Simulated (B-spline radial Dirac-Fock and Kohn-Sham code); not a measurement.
Diagram lines of Cd

System: atomic cadmium, configuration 1s2 2s2 2p6 3s2 3p6 3d10 4s2 4p6 4d10 5s2.

Input of the calculation (task.json; shells as n, l, electrons):

```json
{"items": [{
  "Z": 48,
  "q": 0,
  "cfg": [[1, 0, 2], [2, 0, 2], [2, 1, 6], [3, 0, 2], [3, 1, 6], [3, 2, 10], [4, 0, 2], [4, 1, 6], [4, 2, 10], [5, 0, 2]],
  "A": 114,
  "rrms": 4.6087,
  "do": ["binding"],
  "screen": [5, 1]
}]}
```

Command: `python xray_run.py task.json out`

The computed values come from an atomic code on a B-spline grid: Dirac-Fock energy differences between relaxed states, corrected for Breit and QED terms. A line energy is the difference of two single-hole energies; the list is a selection of electric-dipole transitions between resolved j subshells. No correlation.

```
        line  energy (keV)  wavelength (Å)  tabulated (keV)  difference (eV)
 Kβ2' (K-N3)        26.640         0.46541           26.644             -4.6
Kβ2'' (K-N2)        26.634         0.46551           26.644            -10.4
  Kβ1 (K-M3)        26.091         0.47520           26.095             -3.8
  Kβ3 (K-M2)        26.056         0.47583           26.061             -4.3
  Kα1 (K-L3)        23.172         0.53506           23.174             -1.7
  Kα2 (K-L2)        22.982         0.53948           22.984             -2.0
 Lγ3 (L1-N3)        3.9540          3.1356           3.9511             +2.9
 Lγ2 (L1-N2)        3.9482          3.1402           3.9511             -2.9
 Lγ1 (L2-N4)        3.7190          3.3338           3.7177             +1.3
 Lγ5 (L2-N1)        3.6120          3.4325           3.6194             -7.4
 Lβ7 (L3-O1)        3.5387          3.5037                –                –
 Lβ2 (L3-N5)        3.5299          3.5124           3.5282             +1.7
Lβ15 (L3-N4)        3.5292          3.5131           3.5282             +1.0
 Lβ6 (L3-N1)        3.4222          3.6229           3.4299             -7.7
 Lβ3 (L1-M3)        3.4053          3.6410           3.4015             +3.8
 Lβ4 (L1-M2)        3.3705          3.6785           3.3673             +3.2
 Lβ1 (L2-M4)        3.3177          3.7371           3.3165             +1.2
 Lα1 (L3-M5)        3.1346          3.9553           3.1338             +0.8
 Lα2 (L3-M4)        3.1278          3.9639           3.1270             +0.8
  Lη (L2-M1)        2.9549          4.1958           2.9568             -1.9
  Lℓ (L3-M1)        2.7651          4.4838           2.7673             -2.2
  Mγ (M3-N5)        0.6109          20.296           0.6072             +3.7
 Mζ2 (M4-N2)        0.3341          37.109           0.3436             -9.5
 Mζ1 (M5-N3)        0.3331          37.219           0.3368             -3.7
```

The tabulated energies are for the element in its standard state (xraylib 4.2 line table). The largest relative deviation is 2.76 %.
